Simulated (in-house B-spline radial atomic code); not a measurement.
PBE hybrid excitations of the arsenic ion As⁵⁺

Method: PBE hybrid with 0.1 exact exchange. Computed with a B-spline radial code for spherical atoms: linear response of the closed shell [Ar] 3d10 with the functional's adiabatic kernel; scalar-relativistic (spin-free one-electron X2C), finite nucleus, no spin-orbit coupling, no double excitations, S, P, D and F terms only. Only terms of natural parity with L up to 3 were computed.

Command:
```bash
python run_td.py task.json out
```
Settings (radii: box in bohr, nucleus in fm):
```
Z                        33
electrons                28
configuration            [Ar] 3d10
hamiltonian              x2c
method                   pbeh
box_radius               16.35
exact_exchange_fraction  0.1
rms_radius               4.0968
intervals                71
```

Time taken, with all properties: 0.8 s on 1 thread of Intel(R) Xeon(R) 6975P-C (Granite Rapids) (shared host).

The lowest states, in the order of their Tamm-Dancoff energies; the method's threshold (minus the highest occupied level) is 108.94 eV. Labels give the largest channel, * marks a mixed state, and oscillator strengths are full-response dipole values. Semilocal kernels can invert the small singlet-triplet splittings of Rydberg terms. Energies in eV:

```
     state  full response  Tamm-Dancoff  oscillator strength
3d → 4s 3D          37.39         37.41                    -
3d → 4s 1D          38.13         38.14                    -
3d → 4p 3P          50.49         50.52                    -
3d → 4p 3F          50.72         50.74                    -
3d → 4p 1F          51.23         51.23                    -
3d → 4p 1P          52.32         52.40                0.554
3d → 4d 3S          69.36         69.39                    -
3d → 4d 3D              ?             ?                    -
3d → 4d 1D          70.93         70.94                    -
3d → 4d 1S              ?             ?                    -
```

Question: Where does 3d → 4d 3D lie?

Answer: At 70.29 eV in full response, 70.30 eV in Tamm-Dancoff.

Question: Where does 3d → 4d 1S lie?

Answer: At 75.18 eV in full response, 75.81 eV in Tamm-Dancoff.

Question: How large is the singlet-triplet splitting of 3d → 4s (D terms) in Tamm-Dancoff?

Answer: 0.733 eV, from the unrounded values.

Question: What polarisabilities and dispersion coefficient does the method give?

Answer: Dipole 0.5578 bohr³, quadrupole 0.6552 bohr⁵, C6 0.9278 hartree·bohr⁶ for two such species.
